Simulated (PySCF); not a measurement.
## Lead: a sound run and one with changed settings

Sound run: Pb [Xe] 4f14 5d10 6s2 6p2, Pb+ [Xe] 4f14 5d10 6s2 6p1. All numbers are calculated (PySCF 2.14, scalar relativity through the core potential, in def2-TZVP with the def2 core potential (60 electrons)). The sound run starts from symmetry-adapted Hartree-Fock orbitals and uses a fine grid where one is needed.

A second run was set up differently.

| species | method | sound run (hartree) | changed run (hartree) | converged |
| --- | --- | --- | --- | --- |
| Pb | UHF | -191.83552 | -190.52038 | no |
| Pb | LDA | -192.56850 | -191.09843 | no |
| Pb | MN15 | -192.46635 | -191.03140 | no |
| Pb+ | UHF | -191.59413 | -190.84135 | no |
| Pb+ | LDA | -192.30526 | -191.63725 | no |
| Pb+ | MN15 | -192.20756 | -191.57695 | no |

(1) What was changed?
A. basis contracted for another Hamiltonian
B. all electrons correlated in a valence basis
C. level shift left on
D. minimal basis

## Answers

(1) C. It used initial guess 1e, at most 50 SCF cycles, level shift 10.0 hartree. A level shift slows the SCF but leaves a converged energy unchanged.
